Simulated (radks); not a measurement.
Species: Bi. Configuration: [Xe] 4f14 5d10 6s1.75 6p3 7p0.25 (fractional occupations, a model configuration). All-electron calculation, Dirac Kohn-Sham, PBEsol, spin-unpolarised, spherical densities, finite nucleus; open shells fill j = l - 1/2 first; Fermi nuclear charge, rms radius 5.5211 fm. Program: a radial shooting solver on a logarithmic mesh with Libxc functionals.

Spin-orbit splittings of the eigenvalues, e(l+1/2) - e(l-1/2), with zeta = 2 splitting/(2l+1) and mean radii in bohr:

[
 {"shell": "2p", "occ.": "6", "splitting (eV)": "2318", "zeta (eV)": "1545", "<r> j=l-1/2": "0.05389", "<r> j=l+1/2": "0.06294"},
 {"shell": "3p", "occ.": "6", "splitting (eV)": "519.0", "zeta (eV)": "346.0", "<r> j=l-1/2": "0.1616", "<r> j=l+1/2": "0.1780"},
 {"shell": "3d", "occ.": "10", "splitting (eV)": "110.1", "zeta (eV)": "44.03", "<r> j=l-1/2": "0.1545", "<r> j=l+1/2": "0.1595"},
 {"shell": "4p", "occ.": "6", "splitting (eV)": "128.0", "zeta (eV)": "85.33", "<r> j=l-1/2": "0.3778", "<r> j=l+1/2": "0.4126"},
 {"shell": "4d", "occ.": "10", "splitting (eV)": "23.90", "zeta (eV)": "9.558", "<r> j=l-1/2": "0.4162", "<r> j=l+1/2": "0.4273"},
 {"shell": "4f", "occ.": "14", "splitting (eV)": "5.491", "zeta (eV)": "1.569", "<r> j=l-1/2": "0.4381", "<r> j=l+1/2": "0.4442"},
 {"shell": "5p", "occ.": "6", "splitting (eV)": "24.73", "zeta (eV)": "16.49", "<r> j=l-1/2": "0.8851", "<r> j=l+1/2": "0.9751"},
 {"shell": "5d", "occ.": "10", "splitting (eV)": "3.004", "zeta (eV)": "1.202", "<r> j=l-1/2": "1.211", "<r> j=l+1/2": "1.255"},
 {"shell": "6p", "occ.": "3", "splitting (eV)": "2.008", "zeta (eV)": "1.339", "<r> j=l-1/2": "2.706", "<r> j=l+1/2": "3.119"},
 {"shell": "7p", "occ.": "0.25", "splitting (eV)": "0.04235", "zeta (eV)": "0.02823", "<r> j=l-1/2": "13.14", "<r> j=l+1/2": "13.98"}
]
